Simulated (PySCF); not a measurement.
C2H5Se2, SMILES [CH2][Se][Se]C, multiplicity 2.

Geometry optimised at r2SCAN-D4/def2-SVP. The isomer is the one that the SMILES or the coordinates give; other isomers of the formula were not compared. The values are those of a single conformer.

Computed with TDA-LC-ωPBE/def2-SVPD (PySCF).

Vertical excitations. Isolated molecule, no solvent.

```csv
state,energy (eV),λ (nm),f,main pairs
root 1,2.92,424,0.005,α HOMO→LUMO 80 %
root 2,3.22,385,0.001,"α HOMO−1→LUMO 18 %, β HOMO→LUMO 59 %"
root 3,3.93,316,0.021,"α HOMO−1→LUMO 8 %, β HOMO−1→LUMO 76 %"
root 4,4.01,309,0.007,"α HOMO−1→LUMO 59 %, β HOMO→LUMO 17 %, β HOMO−1→LUMO 11 %"
root 5,4.82,257,0.003,"α HOMO−2→LUMO 16 %, α HOMO→LUMO+2 14 %, α HOMO→LUMO+10 7 %, α HOMO→LUMO+4 5 %, β HOMO−2→LUMO 25 %"
root 6,4.88,254,0.016,"α HOMO→LUMO+2 12 %, α HOMO−2→LUMO 11 %, α HOMO→LUMO+10 6 %, β HOMO−1→LUMO+1 30 %"
root 7,5.04,246,0.010,"α HOMO→LUMO+1 6 %, β HOMO−1→LUMO+1 42 %, β HOMO−2→LUMO 11 %"
root 8,5.09,244,0.002,"α HOMO−1→LUMO+1 18 %, α HOMO−1→LUMO+8 6 %, α HOMO→LUMO+2 5 %, β HOMO→LUMO+2 17 %, β HOMO→LUMO+1 9 %, β HOMO−2→LUMO 7 %, β HOMO→LUMO+9 6 %"
root 9,5.36,231,0.001,"β HOMO→LUMO+1 49 %, β HOMO→LUMO 7 %"
root 10,5.64,220,0.000,"α HOMO→LUMO+1 32 %, α HOMO→LUMO+4 11 %, α HOMO→LUMO+5 9 %, α HOMO→LUMO+2 8 %, β HOMO→LUMO+2 9 %"
```
Unrestricted roots are not spin-pure.
